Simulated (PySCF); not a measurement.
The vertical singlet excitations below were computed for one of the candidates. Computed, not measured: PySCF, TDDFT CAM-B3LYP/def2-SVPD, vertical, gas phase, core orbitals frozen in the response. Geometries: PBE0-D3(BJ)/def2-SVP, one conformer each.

```csv
state,ν̃ (cm⁻¹),f,"main configurations (H = HOMO, L = LUMO)"
S1,44510,0.0015,H→L (82%)
S2,47520,0.0012,H-1→L (78%)
S3,48400,0.018,H→L+2 (79%)
S4,53730,0.0013,"H-2→L+2 (67%), H-1→L+2 (10%)"
S5,56900,0.0022,H→L+1 (79%)
S6,60630,0.0021,"H-2→L (60%), H-3→L (18%)"
S7,62400,0.028,"H→L+3 (44%), H-1→L+1 (25%)"
S8,62670,0.023,"H-3→L (44%), H-5→L (14%), H-1→L+1 (9%)"
S9,63030,0.022,"H-1→L+1 (28%), H→L+3 (24%), H→L+4 (9%)"
S10,63190,0.011,H-1→L+2 (66%)
```

Triplets computed (Tamm–Dancoff): 5.12, 5.41, 5.53, 6.16 eV.

Orbital energies (eV): HOMO-3 -10.46, HOMO-2 -9.83, HOMO-1 -9.44, HOMO -8.73, LUMO 0.38, LUMO+1 0.90, LUMO+2 1.10.

**Question.** Which structure fits?
A. `CN(C)B1CCCC1`
B. `CC1=PC=CP=C1C1CC1`
C. `CCCCCC(F)(F)F`
D. `[C@@H](C)(C(F)F)[C@@H](C)CF`
E. `CB(C)[C@H]1CBCCC1`

**Answer.** E. Its S1 lies at 5.52 eV; the nearest of the others has S1 at 6.46 eV. S1 is HOMO→LUMO (82%). Löwdin shares by element: HOMO carbon 35% or more, boron 27% (atoms not listed hold the other 39%); LUMO boron 45% or more, carbon 23% or more, hydrogen 8% or more (atoms not listed hold the other 24%). At the same level the other candidates give, for their lowest levels:
- `CCCCCC(F)(F)F`: 8.89 eV (f 0.002); 9.14 eV (f 0.008); 9.31 eV (f 0.003); 9.42 eV (f 0.003); 9.64 eV (f 0.126); T1 8.61 eV; HOMO -10.75, LUMO 1.24 eV
- `Cc1pccpc1C1CC1`: 4.19 eV (f 0.003); 4.28 eV (f 0.141); 4.59 eV (f 0.026); 4.68 eV (f 0.002); 5.16 eV (f 0.262); T1 2.45 eV; HOMO -7.77, LUMO -1.12 eV
- `CN(C)B1CCCC1`: 6.46 eV (f 0.012); 7.10 eV (f 0.030); 7.27 eV (f 0.339); 7.48 eV (f 0.011); 7.61 eV (f 0.022); T1 5.79 eV; HOMO -8.34, LUMO 1.02 eV
- `C[C@H](C(F)F)[C@@H](C)CF`: 9.05 eV (f 0.013); 9.08 eV (f 0.003); 9.25 eV (f 0.019); 9.31 eV (f 0.043); 9.34 eV (f 0.018); T1 8.81 eV; HOMO -10.57, LUMO 1.15 eV

Without π bonds the low states are Rydberg-like; a valence basis with one diffuse set may place them up to an eV too high.
